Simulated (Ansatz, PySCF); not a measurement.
Molecule: sum formula SOF, net charge 0, doublet state. It need not be the lowest isomer of its formula. SMILES: O=[S]F
Coordinates optimised at B3LYP-D3(BJ)/def2-TZVP (Ansatz, a program for electronic structure):
```xyz
3

O     -1.2135    -0.4937     0.0699
S     -0.1129     0.4581    -0.0167
F      1.2793    -0.3756    -0.0325
```
Charge 0, spin multiplicity 2.

Quantity: atomisation energy (electronic, to ground-state atoms), in kcal/mol. Cores are frozen in the correlated levels unless marked. Open shells are spin-unrestricted. Spin-orbit coupling is left out. Non-relativistic. The coupled-cluster limit lacks core correlation, which all-electron functionals hold. Basis-set limits of correlation are two-point, X^-3; Hartree-Fock from the larger set.

| level | program | atomisation energy (kcal/mol) |
|---|---|---|
| BP86-D3(BJ)/def2-TZVPD | PySCF + dftd3 | 233.8 |
| r2SCAN-D3(BJ)/def2-TZVPD | Ansatz + dftd3 | 219.3 |
| B3LYP/def2-TZVPD | Ansatz | … |
| PBE0/6-31G* | Ansatz | … |
| BHLYP-D4/def2-TZVPD | Ansatz + dftd4 | … |
| TPSSh-D4/def2-TZVPD | PySCF + dftd4 | … |
| wB97M-V/def2-TZVPD | Ansatz | 214.5 |
| B2PLYP/def2-TZVPD | Ansatz | 210.2 |
| CCSD/cc-pV(D+d)Z | Ansatz | 157.7 |
| CCSD(T)/CBS(cc-pV(T+d)Z,cc-pV(Q+d)Z) | Ansatz | 211.0 |

Task: Fill in the missing entries.

Result: 
- B3LYP/def2-TZVPD, atomisation energy (kcal/mol): 210.4
- PBE0/6-31G*, atomisation energy (kcal/mol): 195.3
- BHLYP-D4/def2-TZVPD, atomisation energy (kcal/mol): 184.3
- TPSSh-D4/def2-TZVPD, atomisation energy (kcal/mol): 211.3
